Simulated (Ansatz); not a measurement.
Consider the hydrogenolysis of the Al–C bond: `CC[CH2][AlH][CH3]` + H₂ → `CC[CH2][AlH2]` + CH₄.

Calculated with Ansatz (gas phase, PBE0-D4/def2-TZVP geometries, no zero-point term in ΔE). CCSD(T)/CBS adds triple-zeta CCSD(T) − MP2 to the extrapolated MP2 energy (def2 sets, frozen cores). This one scheme is used for every species. Functionals use def2-TZVPP. B3LYP here is the variant with VWN-RPA as its local correlation; programs differ in this. HSE06 is defined as in plane-wave codes. One conformer a species, not always the lowest.

```csv
level,ΔE (kcal/mol),difference from CCSD(T)/CBS
LDA (SPW92),-4.3,1.0
PBE-D4,-4.6,0.7
BLYP-D4,-5.2,0.1
r2SCAN-D4,-4.7,0.6
B97M-V,-8.5,-3.2
PBE0-D4,-5.5,-0.2
r2SCANh-D4,-5.0,0.3
r2SCAN0-D4,-5.4,-0.1
HSE06-D4,-5.5,-0.2
BHLYP-D4,-7.2,-1.9
CAM-B3LYP-D4,-6.7,-1.4
ωB97X-V,-6.2,-0.9
B2PLYP,-7.1,-1.8
PBE-QIDH,-6.2,-0.9
revPBE,-7.1,-1.8
BLYP,-8.1,-2.8
r2SCAN,-5.1,0.2
PBE0,-6.8,-1.5
B3LYP,-8.3,-3.0
r2SCANh,-5.5,-0.2
r2SCAN0,-6.0,-0.7
HSE06,-6.8,-1.5
BHLYP,-9.2,-3.9
CAM-B3LYP,-8.1,-2.8
LC-ωPBE,-6.8,-1.5
RPA@PBE/def2-TZVPP,-6.4,-1.1
HF/def2-SVP,-13.9,-8.6
MP2/def2-SVP,-7.7,-2.4
CCSD(T)/def2-SVP,-8.9,-3.6
HF/def2-TZVPP,-12.4,-7.1
MP2/def2-TZVPP,-4.6,0.7
SCS-MP2/def2-TZVPP,-6.4,-1.1
CCSD/def2-TZVPP,-7.0,-1.7
CCSD(T)/def2-TZVPP,-5.8,-0.5
HF/def2-QZVPP,-12.4,-7.1
MP2/def2-QZVPP,-4.3,1.0
SCS-MP2/def2-QZVPP,-6.1,-0.8
HF/CBS(def2),-12.4,-7.1
MP2/CBS(def2),-4.1,1.2
CCSD/CBS(def2),-6.4,-1.1
CCSD(T)/CBS,-5.3,0
```

Largest T1 diagnostic among the species: 0.009.

From r2SCAN to r2SCAN0 (25 % exact exchange), in def2-TZVPP and without D4, ΔE moves by −0.8 kcal/mol. In def2-TZVPP, CCSD(T) changes the Hartree–Fock value by +6.6 kcal/mol (the triples alone add +1.1 kcal/mol) and MP2 by +7.8 kcal/mol. Leaving LDA and LC-ωPBE aside and taking each functional with its dispersion term where it has one, the values, not all of them listed here, spread over 4.4 kcal/mol, from B97M-V to revPBE-D4. LDA lies +1.8 kcal/mol from PBE without D4.

CCSD(T)/CBS has its own doubt, a few kJ/mol and more with outer-core shells, so smaller differences from it don't rank the levels.
